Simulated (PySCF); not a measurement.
SMILES C#CCCC(C)(C)C, singlet (GFN2-xTB optimised geometry):

```
22

C     -1.391    -2.718    -3.659
C     -0.890    -2.303    -2.655
C     -0.301    -1.769    -1.444
C     -0.693    -0.297    -1.265
C     -0.142     0.383     0.000
C     -0.654    -0.312     1.264
C      1.389     0.383     0.000
C     -0.636     1.834     0.000
H     -1.822    -3.097    -4.537
H      0.785    -1.869    -1.513
H     -0.652    -2.363    -0.597
H     -1.784    -0.232    -1.249
H     -0.348     0.259    -2.141
H     -0.239    -1.312     1.361
H     -0.364     0.255     2.146
H     -1.739    -0.386     1.248
H      1.773     0.820    -0.920
H      1.784    -0.625     0.096
H      1.763     0.969     0.837
H     -0.268     2.363     0.877
H     -0.286     2.359    -0.886
H     -1.723     1.869     0.011
```

Calculation: PySCF with PBE/def2-SVP.

Q: What are the frontier orbital energies and the dipole moment?

A: HOMO-2 -7.64 eV, HOMO-1 -6.28 eV, HOMO -6.23 eV, LUMO 0.48 eV, LUMO+1 0.63 eV; dipole moment 0.98 D.

Meta-Löwdin charges at PBE/def2-SVP: C1 -0.22, C2 -0.02, C3 -0.19, C4 -0.17, C5 0.08, C6 -0.31, C7 -0.31, C8 -0.30, H9 0.15, H10 0.12, H11 0.12, H12 0.09, H13 0.09, H14 0.09, H15 0.10, H16 0.10, H17 0.10, H18 0.09, H19 0.10, H20 0.10, H21 0.10, H22 0.10.
